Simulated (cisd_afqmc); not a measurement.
Input (AFQMC/CISD/def2-TZVPPD; cisd_afqmc is a phaseless AFQMC code with CISD trial states that reads the integrals written by Ansatz): A basis named .json is the Basis Set Exchange file of that set.

Ansatz 0.2 input:
```python
import cisd_afqmc

open("ham.yaml", "w").write("""\
crystal:
  periodic: [false, false, false]
  atoms:
    - {symbol: Sn, position_ang: [0.00000000, 0.00000000, 0.00000000]}
basis:
  gaussian:
    orbitals: def2-TZVPPD.json
total_charge: 1
magnetization: {spin_polarized: true, initial_magnetization: 1}
correlation: {method: ccsd, electrons: outside_noble_gas, hamiltonian_folder: ham}
scf: {lower_state_search: full}
""")
rep = cisd_afqmc.ansatz("ham.yaml")
e_ccsd = rep["correlation"]["coupled_cluster"]["energy"]["hartree"]
out = cisd_afqmc.run("ham", e_ccsd, trial="CISD", walkers=200, populations=8, threads=8, dt=0.005, steps=40, early=36, settle=10, least=32,
    cut=5e-5, rank_cut=2e-4, target=0.0004, seconds=1500, seed=1, memory=12960, gpu=False)
```

Output:

```
orbitals 47, occupied [2, 1], factors 231 of 343, rank of the doubles 57 of 136
E(HF) = -213.088188
E(CCSD) on the cut factors = -213.132321, shift to the whole factors -0.000006
Energy of the trial state on the determinant = -213.132186
  tau behind 10.8 of longer steps, mean of the populations' last blocks
   2.0  -213.13320
   4.0  -213.13324
   6.0  -213.13338
   8.0  -213.13349
blocks 378 (9 outliers left out), error by blocks joined: 1: 0.00001, 2: 0.00002, 4: 0.00002, 8: 0.00003, 16: 0.00003
E(AFQMC/CISD) = -213.13319 +/- 0.00003
```
